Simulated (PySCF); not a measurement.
# EPR parameters of C2H8FN2Si

Species: C₂H₈FN₂Si (doublet state).
Structure used (GFN2-xTB), in Å, numbered top down from 1:
```
atom  x, y, z in Å
C1    -0.328    1.437   -0.071
N2    -0.395    0.003   -0.133
C3    -1.720   -0.492   -0.392
Si4    0.746   -0.961    0.739
N5     2.339   -0.378    0.409
F6     0.696   -2.381   -0.067
H7     0.708    1.743    0.051
H8    -0.921    1.847    0.757
H9    -0.714    1.858   -1.003
H10   -2.432   -0.190    0.386
H11   -2.074   -0.098   -1.348
H12   -1.700   -1.577   -0.446
H13    2.798    0.234    1.061
H14    2.995   -1.046    0.035
```

The hyperfine couplings belong to this conformer and change with its torsions.

Identity: `CN(C)[Si](N)F` [radical].

The calculation used PySCF, UKS B3LYP, pcH-1 on C F H N Si, non-relativistic, mean-field spin-orbit, GIAO. Geometry: GFN2-xTB, one conformer, isolated molecule. Couplings are sensitive to structure, and on GFN2-xTB geometries they can be far from those on DFT ones, by a factor of two or more for some ions and for spin on atoms past the first row. The SCF solution wasn't tested for stability.

```
g1, g2, g3                      : 2.00091, 2.00213, 2.00263
g_iso                           : 2.00189
Form of g                       : rhombic: the two nearest values differ by 29 % of g3 − g1
⟨S²⟩                            : 0.7527 (exact 0.7500)
α and β electrons               : 29, 28
HOMO–LUMO gap, α and β orbitals : 5.94, 4.02 eV
```

Isotropic coupling and dipolar principal values T1 to T3, in MHz; ρ(0) is the spin density at the nucleus:

```
atom  isotope   a_iso  of which spin–orbit      T1     T2     T3  Mulliken spin population  ρ(0) (bohr⁻³)
  C1      13C    -6.3                  0.0    -1.2   -0.8    2.0                     -0.01        -0.0056
  N2      14N    23.5                  0.0   -11.3  -11.1   22.4                      0.17         0.0728
  C3      13C    -6.0                  0.0    -1.1   -0.7    1.8                     -0.01        -0.0053
 Si4     29Si  -756.1                  0.7  -107.4   51.2   56.1                      0.69         0.8516
  N5      14N    23.2                  0.0    -6.8   -6.4   13.1                      0.10         0.0717
  F6      19F   240.1                  0.9   -97.6  -89.4  187.0                      0.03         0.0568
  H7       1H     0.2                  0.0    -2.9   -1.1    4.0                      0.00         0.0001
  H8       1H    11.7                  0.0    -2.8   -1.5    4.3                      0.01         0.0026
  H9       1H    15.7                  0.0    -2.4   -1.2    3.6                      0.01         0.0035
 H10       1H     9.9                  0.0    -2.9   -1.5    4.3                      0.01         0.0022
 H11       1H    15.4                  0.0    -2.3   -1.3    3.6                      0.01         0.0034
 H12       1H     0.2                  0.0    -3.2   -1.3    4.5                      0.00         0.0000
 H13       1H    -8.0                  0.0    -9.1   -4.3   13.4                      0.00        -0.0018
 H14       1H    -1.3                  0.0    -9.0   -2.3   11.3                      0.01        -0.0003
```

Largest spin populations (Mulliken): Si4 (+0.69), N2 (+0.17) and N5 (+0.10). The angles at Si4 add up to 314.5°, so it is pyramidal.

Axes: g3 points within 13° of the C1–N2 bond.

Under fast tumbling the dipolar parts average out, and these isotropic splittings remain: 1 × 19F (F6, I = 1/2, 2 lines) with 8.57 mT, 1 × 14N (N2, I = 1, 3 lines) with 0.84 mT, 1 × 14N (N5, I = 1, 3 lines) with 0.83 mT, 3 × 1H (H7/H8/H9, I = 1/2, 4 lines) with 0.33 mT, 3 × 1H (H10/H11/H12, I = 1/2, 4 lines) with 0.30 mT and 2 × 1H (H13/H14, I = 1/2, 3 lines) with 0.17 mT.

Means are taken over nuclei equivalent by connectivity, which assumes that they swap fast. C1 and C3, with what hangs on them, aren't averaged: N2 is flat or nearly so (angle sum 354°), and its turn about the short N2–Si4 bond (1.73 Å) is taken as slow. The three 1H nuclei of mean +9.2 MHz run from 0.2 to 15.7 MHz in the frozen geometry. The three 1H nuclei of mean +8.5 MHz run from 0.2 to 15.4 MHz in the frozen geometry. The 1H value of -4.7 MHz is a mean of couplings from -8.0 to -1.3 MHz in this one geometry, not an average over conformers.

The 13C coupling of C1 (-6.3 MHz) shows only in satellite lines or after enrichment, since that isotope makes up about 1.07 % of natural carbon.

The 29Si coupling of Si4 (-756.1 MHz) shows only in satellite lines or after enrichment, since that isotope makes up about 4.7 % of natural silicon.

The spin density at the nucleus, in bohr⁻³, is negative for C1 (-0.0056) and C3 (-0.0053), for instance. A restricted open-shell determinant has no negative spin density anywhere; here it arises because α and β orbitals differ (spin polarisation).
